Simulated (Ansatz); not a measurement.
The cluster Na3Sn5⁻. The state is a singlet with charge -1. Geometry r2SCAN-D4/def2-SVPD.

```xyz
8

Na    2.095   -1.724    0.315
Na    3.366   -1.010    3.549
Na    0.388    0.601    2.014
Sn   -1.358    2.567   -1.999
Sn   -2.198    0.914    0.245
Sn   -1.900   -0.265   -2.628
Sn   -1.038   -1.714   -0.308
Sn    0.645    0.632   -1.188
```

In the def2 sets Sn takes a core potential; there is no spin–orbit coupling. The restricted singlet is unstable towards broken spin symmetry in Hartree–Fock (as tested in another run); at PBE-D4/def2-SVP, revPBE-D4/def2-SVP, r2SCAN-D4/def2-SVP, r2SCANh-D4/def2-SVP and others this wasn't settled. Another isomer (singlet) lies 0.20 eV lower at PBE0-D4/def2-SVP; other spin states weren't run for this one.

Q: Estimate the orbital energies around the gap (eV) in Ansatz with PBE-D4/def2-SVP, revPBE-D4/def2-SVP, r2SCAN-D4/def2-SVP, r2SCANh-D4/def2-SVP, PBE0-D4/def2-SVP.

A: 
```
orbital  PBE-D4/def2-SVP  revPBE-D4/def2-SVP  r2SCAN-D4/def2-SVP  r2SCANh-D4/def2-SVP  PBE0-D4/def2-SVP
 HOMO−5            -1.62               -1.55               -1.82                -2.08             -2.33
 HOMO−4            -1.52               -1.45               -1.71                -1.97             -2.21
 HOMO−3            -1.24               -1.17               -1.40                -1.64             -1.88
 HOMO−2            -1.15               -1.09               -1.34                -1.59             -1.83
 HOMO−1            -1.01               -0.96               -1.20                -1.46             -1.73
   HOMO            -0.63               -0.59               -0.71                -0.90             -1.14
   LUMO             0.54                0.60                0.62                 0.78              0.97
 LUMO+1             0.82                0.88                0.91                 1.07              1.24
 LUMO+2             0.99                1.04                1.00                 1.17              1.44
 LUMO+3             1.11                1.17                1.13                 1.31              1.60
 LUMO+4             1.58                1.62                1.63                 1.81              2.05
 LUMO+5             1.72                1.78                1.82                 2.00              2.22
```
